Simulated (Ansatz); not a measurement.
Consider the redistribution: `CS[Si](F)(F)Cl` + `C[Si]Cl` → `C[Si](F)(F)Cl` + `CS[Si]Cl`.

Isolated molecules relaxed with PBE0-D4/def2-TZVP in Ansatz; ΔE leaves out vibrations. CCSD(T)/CBS is the MP2 limit (def2-TZVPP, def2-QZVPP) plus CCSD(T) − MP2 in def2-TZVPP, frozen cores. This one scheme is used for every species. Functionals use def2-TZVPP. Each species was taken in one conformer, which may not be the lowest.

| level | ΔE (eV) |
| --- | --- |
| r2SCANh | -0.77 |
| HF/CBS(def2) | -0.62 |

(1) What does CCSD(T)/CBS give? (Best estimate.)

Largest T1 diagnostic among the species: 0.014.

## Answers

(1) The calculation gave: -0.72 eV. The listed levels differ from it by -0.05, 0.10 eV.

Leaving LDA and LC-ωPBE aside and taking each functional with its dispersion term where it has one, the values, not all of them listed here, spread over 0.12 eV, from PBE-D4 to ωB97X-V. LDA lies −0.04 eV from PBE without D4. From BLYP to BHLYP (50 % exact exchange), in def2-TZVPP and without D4, ΔE moves by +0.08 eV. In def2-TZVPP, CCSD(T) changes the Hartree–Fock value by −0.08 eV (the triples alone add −0.03 eV) and MP2 by −0.11 eV.
